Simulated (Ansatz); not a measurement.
`CB(S)C[SiH3]` + `[OH][In]([Cl])[Cl]` → `[SiH3][O][In]([Cl])[Cl]` + `CB(C)S`  (ligand exchange at the Si–C bond)

Computed with Ansatz on PBE0-D4/def2-TZVP structures; ΔE is electronic, products minus reactants. CCSD(T)/CBS is the MP2 limit (def2-TZVPP, def2-QZVPP) plus CCSD(T) − MP2 in def2-TZVPP, frozen cores. DFT in def2-TZVPP. def2 core potentials past Kr. For In outer-core shells are correlated without core-valence functions, which leaves a few kJ/mol of doubt a bond. Each species was taken in one conformer, which may not be the lowest.

`CB(S)C[SiH3]`:

Cartesian coordinates in Å:
```
C -0.729 -1.417 -0.911
B -0.206 -0.720 0.391
S 0.764 -1.602 1.626
C -0.491 0.786 0.679
Si 0.841 1.864 -0.101
H -0.214 -2.342 -1.176
H -0.700 -0.741 -1.771
H -1.787 -1.667 -0.759
H 0.851 -2.789 1.004
H -1.438 1.102 0.229
H -0.507 1.039 1.744
H 0.486 3.302 0.036
H 2.152 1.630 0.558
H 0.978 1.554 -1.550
```

`[OH][In]([Cl])[Cl]`:

```xyz
5

O    -0.583    0.145    1.452
In    0.250    0.163   -0.323
Cl   -0.148   -1.575   -1.787
Cl    1.610    1.904   -0.925
H    -1.129   -0.637    1.582
```

`[SiH3][O][In]([Cl])[Cl]`:

Cartesian coordinates in Å:
```
Si -0.190 0.895 -1.223
O -0.708 0.153 0.142
In 0.053 -1.029 1.493
Cl 2.247 -1.686 1.328
Cl -1.297 -1.718 3.207
H 1.214 0.513 -1.544
H -0.255 2.369 -1.044
H -1.065 0.502 -2.360
```

`CB(C)S`:

Z-matrix (Å, degrees):
```
C
B 1 1.567
H 1 1.094 2 111.4
H 1 1.098 2 108.1 3 -115.7
H 1 1.091 2 115.1 3 124.3
C 2 1.568 1 121.3 3 40.5
S 2 1.796 1 122.3 3 -140.4
H 6 1.095 2 110.6 1 47.8
H 6 1.091 2 115.2 1 171.3
H 6 1.097 2 108.8 1 -67.8
H 7 1.344 2 99.1 1 2.1
```

```
                  species  ωB97X-V energy (Eh)
           `CB(S)C[SiH3]`           -794.13938
     `[OH][In]([Cl])[Cl]`          -1186.36143
`[SiH3][O][In]([Cl])[Cl]`          -1477.05707
                 `CB(C)S`           -503.47760
```

Problem. Work out ΔE.

Solution. ΔE = (-1477.05707) + (-503.47760) − (-794.13938) − (-1186.36143) = -0.03386 Eh = -21.2 kcal/mol. CCSD(T)/CBS gives -21.7 kcal/mol.

Largest T1 diagnostic among the species: 0.014.

The D4 term adds +1.3 kcal/mol with B3LYP and +0.7 kcal/mol with PBE0; it sums over pairs of atoms, weighted by their polarisabilities, and B3LYP, whose exchange is more repulsive, gets the larger term. From PBE to PBE0 (25 % exact exchange), in def2-TZVPP and without D4, ΔE moves by −1.7 kcal/mol.

B3LYP here is the variant with VWN-RPA as its local correlation; programs differ in this.
